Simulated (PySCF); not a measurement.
In(NH3)H3.
Z-matrix (Å and degrees, PBE0-D3(BJ)/def2-SVP geometry), rows numbered from 1:
```
In
N   1  2.3981
H   2  1.0193  1  111.34
H   2  1.0193  1  111.36  3  -120.11
H   2  1.0193  1  111.12  3   119.94
H   1  1.7436  2   96.25  3   178.67
H   1  1.7434  2   96.49  3    58.51
H   1  1.7438  2   96.33  3   -61.44
```

Computed with PySCF, TDDFT CAM-B3LYP/def2-SVPD, vertical, gas phase, core orbitals frozen in the response, def2 core potentials past Kr. Spin–orbit coupling is left out.

List the vertical singlet excitations with oscillator strengths and describe the spectrum.

```
state  E (eV)  λ (nm)       f  symmetry  main configurations (H = HOMO, L = LUMO)
   S1    5.89   210.6   0.018         E                            H-1/H→L (≥86%)
   S2    5.89   210.3   0.018         E                            H-1/H→L (≥86%)
   S3    6.97   178.0   0.112         E           H-1/H→L+1 (≥88%), H-1/H→L (≥9%)
   S4    6.97   177.8   0.113         E           H-1/H→L+1 (≥88%), H-1/H→L (≥9%)
   S5    7.42   167.0  0.0000         –        H-1/H→L+4 (≥39%), H-1/H→L+3 (≥38%)
   S6    7.64   162.2   0.041         E                          H-1/H→L+2 (≥76%)
   S7    7.65   162.0   0.041         E                          H-1/H→L+2 (≥75%)
   S8    7.70   161.1   0.249        A1                               H-2→L (91%)
   S9    8.03   154.5  0.0012         –        H-1/H→L+3 (≥42%), H-1/H→L+4 (≥36%)
```

Triplets (Tamm–Dancoff): T1 5.55 eV, H-1/H→L (≥73%), H-1/H→L+2 (≥12%), H-1/H→L+1 (≥10%); T2 5.56 eV, H-1/H→L (≥73%), H-1/H→L+2 (≥12%), H-1/H→L+1 (≥10%); T3 6.48 eV, H-1/H→L+2 (≥37%), H-1/H→L+1 (≥28%), H-1/H→L+9 (≥15%); T4 6.48 eV, H-1/H→L+2 (≥37%), H-1/H→L+1 (≥28%), H-1/H→L+9 (≥16%).

The lowest singlet level (S1/S2) comes at 211 nm (568 kJ/mol) in the ultraviolet; it is of moderate strength. The strongest level in the table is S8 at 7.70 eV (161 nm, f = 0.249). S1/S2, S3/S4 and S6/S7 lie within about 0.01 eV of each other in each set; the point group C3v has degenerate representations, and within a degenerate level the listed configurations can mix freely. Löwdin shares by element: HOMO (one of a set within 0.03 eV) hydrogen 57% or more, indium 42%; LUMO indium 46%, hydrogen 22% or more, nitrogen 11% (atoms not listed hold the other 21%). Of the 9 states listed, 7 reach f = 0.01 and 1 stays under 0.0005. Orbital energies (eV): HOMO-3 -13.67, HOMO-2 -10.76, HOMO-1 -8.66, HOMO -8.66, LUMO 0.08, LUMO+1 1.10, LUMO+2 1.69. The listed states span 2.14 eV, and the widest gap between neighbours is 1.07 eV (S2 to S3). No computed singlet lies in the visible range (380 to 750 nm); the lowest, at 211 nm, stands 2.62 eV above its violet end (3.26 eV). Symmetry labels in C3v follow from the direction of the transition dipole and are given only for states with f of 0.002 or more. Orbitals of the list HOMO-3 to LUMO+2 that lie within 0.01 eV of each other are written together with a slash and their weights summed (≥ marks a lower bound); for degenerate orbitals outside that list single weights are arbitrary. Singlets were solved by full linear response, triplets in the Tamm–Dancoff approximation. The highest level found (8.11 eV, f 0.469 so far) is left out, since the window may have cut off a degenerate partner.

Hardware: one thread of an Arm Neoverse V1, on a shared host. Cost: 6.0 s.
